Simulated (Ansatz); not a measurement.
Stepwise reaction of `[O]=[W]([F])([F])([Cl])[Cl]` with water, as a gas-phase model of exchange steps in deposition or etching. ΔE in kJ/mol.

Program: Ansatz. Geometries: PBE0-D4/def2-TZVP. ΔE: electronic, gas phase. CCSD(T)/CBS is the MP2 limit (def2-TZVPP, def2-QZVPP) plus CCSD(T) − MP2 in def2-TZVPP, frozen cores. This one scheme is used for every species. Functionals use def2-TZVPP. B3LYP here is the variant with VWN-RPA as its local correlation; programs differ in this. def2 core potentials past Kr. For W outer-core shells are correlated without core-valence functions, which leaves a few kJ/mol of doubt a bond. One conformer a species, not always the lowest.

| step | reaction | PBE-D4 | B3LYP-D4 | ωB97M-V | CCSD(T)/CBS |
| --- | --- | --- | --- | --- | --- |
| 2 | `[O]=[W]([OH])([F])([Cl])[Cl]` + H₂O → `[O]=[W]([OH])([OH])([Cl])[Cl]` + H–F | 16.5 | 16.4 | 18.2 | 10.4 |

Problem. Give the row of step 1, `[O]=[W]([F])([F])([Cl])[Cl]` + H₂O → `[O]=[W]([OH])([F])([Cl])[Cl]` + H–F. (An estimate is asked.)

Solution. The calculation gave: 
```tsv
step	reaction	PBE-D4	B3LYP-D4	ωB97M-V	CCSD(T)/CBS
1	`[O]=[W]([F])([F])([Cl])[Cl]` + H₂O → `[O]=[W]([OH])([F])([Cl])[Cl]` + H–F	30.1	28.4	28.4	21.8
```

Problem. By hand: ΔE of the 2 steps together at CCSD(T)/CBS.

Solution. (21.8) + (10.4) = 32.2 kJ/mol, or 16.1 kJ/mol a step.

In ΔE each step is lower than the one before. All are uphill at CCSD(T)/CBS. PBE-D4 differs from CCSD(T)/CBS by 6.1 to 8.3 kJ/mol a step. Isolated molecules leave out the surface, adducts and barriers. Largest T1 diagnostic: 0.021.
